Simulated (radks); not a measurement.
The nuclear charge of neutral hafnium is varied continuously with 72 electrons held in [Xe] 4f14 5d2 6s2. Method: scalar-relativistic Kohn-Sham, r2SCAN, spin-unpolarised, spherical densities, finite nucleus; meta-GGA in the generalised Kohn-Sham scheme; Fermi nuclear charge, rms radius 5.347 fm; computed with a radial shooting solver on a logarithmic mesh with Libxc functionals. By the Hellmann-Feynman theorem dE/dZ = E(electron-nucleus)/Z, the electronic potential at the nucleus (averaged over a nucleus of fixed radius). The scalar-relativistic energy here is not variational (the density holds large components alone), so the two differ by a part that grows with Z.

| Z | E (hartree) | E(electron-nucleus)/Z (hartree) | HOMO | e(HOMO) (eV) | <r> HOMO (bohr) |
|---|---|---|---|---|---|
| 71.8 | -14973.8994 | -514.384 | 5d | -1.128 | 2.677 |
| 72 | -15077.7469 | -516.572 | 5d | -2.589 | 2.492 |
| 72.2 | -15182.0396 | -518.758 | 5d | -4.223 | 2.354 |
| 72.4 | -15286.7774 | -520.943 | 5d | -6.003 | 2.244 |
| 72.6 | -15391.9602 | -523.128 | 5d | -7.913 | 2.153 |
| 72.8 | -15497.5881 | -525.313 | 5d | -9.939 | 2.076 |
| 73 | -15603.6612 | -527.499 | 5d | -12.073 | 2.008 |

The central difference of E at Z = 72 is -520.351 hartree, to compare with the third column; the second derivative is -11.1 hartree.
